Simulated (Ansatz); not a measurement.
`CC[Se][SiH3]`, charge 0, multiplicity 1.

Task: Give a relaxed structure at PBE0-D4/def2-TZVP (Ansatz). (An estimate is asked.)

Result: Ansatz gave: 
Cartesian coordinates in Å:
```
C -1.008 -1.132 1.553
C -0.019 -0.433 0.646
Se -0.979 0.430 -0.845
Si 0.843 1.317 -1.856
H -1.727 -0.426 1.974
H -0.481 -1.613 2.382
H -1.564 -1.902 1.015
H 0.694 -1.138 0.217
H 0.531 0.342 1.179
H 0.353 2.048 -3.050
H 1.558 2.253 -0.947
H 1.800 0.255 -2.269
```
Point group Cs.
This is one stationary point; other conformers may exist.
